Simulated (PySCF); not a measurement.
One formula, C2H8O3SSi, several structures.

PySCF, wB97X-D/def2-SVPD, density fitting, gas phase; each molecule at its own GFN2-xTB geometry, one conformer. Singlet excitations by full TDDFT with frozen cores and triplets by Tamm–Dancoff TDDFT. 

Torsions of the conformers computed, which needn't be the lowest (atom-mapped SMILES):
- `[CH3:1][S@@:2](=[O:3])[CH2:4][O:5][SiH2:6][OH:7]`: C1–S2–C4–O5 -46°, S2–C4–O5–Si6 -79°, C4–O5–Si6–O7 61°, H–O7–Si6–O5 -26°
- `[CH3:1][SiH2:2][O:3][S:4]([CH3:5])(=[O:6])=[O:7]`: C1–Si2–O3–S4 -59°, Si2–O3–S4–C5 -172°
- `[CH3:1][S:2](=[O:3])(=[O:4])[CH2:5][O:6][SiH3:7]`: C1–S2–C5–O6 66°, S2–C5–O6–Si7 41°
- `[CH3:1][SiH2:2][CH2:3][S:4](=[O:5])(=[O:6])[OH:7]`: C1–Si2–C3–S4 -66°, Si2–C3–S4–O5 73°, H–O7–S4–C3 159°
- `[CH3:1][S:2](=[O:3])(=[O:4])[CH2:5][SiH2:6][OH:7]`: C1–S2–C5–Si6 180°, S2–C5–Si6–O7 180°, H–O7–Si6–C5 180°

The conformers of `CCO[Si](O)(O)S` and `CSC[Si](O)(O)O` aren't listed.

Reference: `C[S@@](=O)CO[SiH2]O`, with HOMO energy -9.14 eV, LUMO energy 1.68 eV, lowest singlet excitation 6.24 eV, lowest triplet excitation 5.39 eV and mean polarisability 80.1 au.

Changes against it:

| molecule | Δ electronic energy (kcal/mol) | Δ HOMO energy (eV) | Δ LUMO energy (eV) | Δ lowest singlet excitation (eV) | Δ lowest triplet excitation (eV) | Δ mean polarisability (au) |
| --- | --- | --- | --- | --- | --- | --- |
| CCO[Si](O)(O)S | -94.2 | -0.09 | -0.22 | +0.11 | +0.63 | -0.6 |
| C[SiH2]CS(=O)(=O)O | +48.5 | -1.60 | -0.14 | +1.75 | +2.14 | -0.9 |
| CS(=O)(=O)C[SiH2]O | +29.9 | -1.12 | -0.26 | +1.11 | +1.67 | -1.5 |
| CSC[Si](O)(O)O | -84.4 | +1.00 | -0.17 | -0.83 | -0.40 | -1.1 |

Rows whose labels were lost:

| row | Δ electronic energy (kcal/mol) | Δ HOMO energy (eV) | Δ LUMO energy (eV) | Δ lowest singlet excitation (eV) | Δ lowest triplet excitation (eV) | Δ mean polarisability (au) |
| --- | --- | --- | --- | --- | --- | --- |
| P | +53.3 | -0.96 | -0.01 | +1.22 | +1.75 | -1.1 |
| Q | +29.6 | -1.47 | +0.06 | +1.82 | +2.36 | -2.9 |

Task: Which row belongs to which of `C[SiH2]OS(C)(=O)=O` and `CS(=O)(=O)CO[SiH3]`?

Result: P = `CS(=O)(=O)CO[SiH3]` and Q = `C[SiH2]OS(C)(=O)=O`. P and Q are told apart most clearly by the electronic energy (+53.3 against +29.6 kcal/mol).

Task: Which row has the smallest HOMO–LUMO gap and which the largest, and does the HOMO or the LUMO shift more there?

Result: Smallest, counted from the reference: `CSC[Si](O)(O)O`, -1.17 eV (HOMO +1.00, LUMO -0.17), the larger shift being that of the HOMO. Largest: Q, +1.53 eV (HOMO -1.47, LUMO +0.06), the larger shift being that of the HOMO.

wB97X-D is run here without its empirical dispersion term; that term would change no orbital, density or response property at a fixed geometry.
